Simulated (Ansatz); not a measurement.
Consider the silylene formation by 1,1-elimination: `CO[Si](C)(N)Cl` → `CO[Si]Cl` + CH₃NH₂.

Isolated molecules relaxed with PBE0-D4/def2-TZVP in Ansatz; ΔE leaves out vibrations. CBS: MP2 limit from def2 TZ/QZ plus the TZ coupled-cluster correction, frozen cores. DFT in def2-TZVPP. B3LYP here is the variant with VWN-RPA as its local correlation; programs differ in this. One conformer a species, not always the lowest.

`CO[Si](C)(N)Cl`:

Cartesian coordinates in Å:
```
C -0.523 0.097 -2.169
O -0.696 -0.417 -0.867
Si -0.016 0.222 0.471
C -0.595 -0.838 1.867
N 1.668 0.398 0.303
Cl -0.680 2.164 0.736
H -0.872 -0.653 -2.881
H 0.529 0.320 -2.374
H -1.108 1.011 -2.306
H -1.685 -0.897 1.880
H -0.201 -1.852 1.761
H -0.254 -0.434 2.822
H 2.134 1.263 0.509
H 2.298 -0.384 0.246
```

`CO[Si]Cl`:

Cartesian coordinates in Å:
```
C 0.215 -0.004 0.828
O -0.955 -0.133 0.047
Si -1.334 -0.121 -1.531
Cl 0.540 0.175 -2.469
H 1.098 0.128 0.199
H 0.104 0.858 1.488
H 0.332 -0.902 1.437
```

CH₃NH₂:

Cartesian coordinates in Å:
```
C 0.403 -0.361 -0.173
N -0.389 0.680 0.459
H -0.131 -0.977 -0.911
H 0.799 -1.031 0.594
H 1.261 0.091 -0.675
H -1.185 0.281 0.940
H -0.758 1.318 -0.234
```

| level | ΔE (kJ/mol) | difference from CCSD(T)/CBS |
| --- | --- | --- |
| PBE-D4 | 275.3 | -23.9 |
| r2SCAN-D4 | 310.2 | 11.0 |
| PBE0-D4 | 298.4 | -0.8 |
| B3LYP-D4 | 282.1 | -17.1 |
| ωB97X-V | 303.3 | 4.1 |
| ωB97M-V | 291.0 | -8.2 |
| B2PLYP | 281.9 | -17.3 |
| PBE | 262.2 | -37.0 |
| r2SCAN | 306.3 | 7.1 |
| PBE0 | 286.9 | -12.3 |
| B3LYP | 261.5 | -37.7 |
| HF/def2-TZVPP | 288.8 | -10.4 |
| MP2/def2-TZVPP | 312.2 | 13.0 |
| SCS-MP2/def2-TZVPP | 297.4 | -1.8 |
| CCSD/def2-TZVPP | 293.0 | -6.2 |
| CCSD(T)/def2-TZVPP | 292.7 | -6.5 |
| HF/def2-QZVPP | 288.8 | -10.4 |
| MP2/def2-QZVPP | 315.9 | 16.7 |
| SCS-MP2/def2-QZVPP | 301.9 | 2.7 |
| HF/CBS(def2) | 288.8 | -10.4 |
| MP2/CBS(def2) | 318.7 | 19.5 |
| CCSD/CBS(def2) | 299.6 | 0.4 |
| CCSD(T)/CBS | 299.2 | 0 |

Largest T1 diagnostic among the species: 0.014.

The D4 term adds +20.6 kJ/mol with B3LYP and +11.6 kJ/mol with PBE0; it sums over pairs of atoms, weighted by their polarisabilities, and B3LYP, whose exchange is more repulsive, gets the larger term. From PBE to PBE0 (25 % exact exchange), in def2-TZVPP and without D4, ΔE moves by +24.6 kJ/mol.
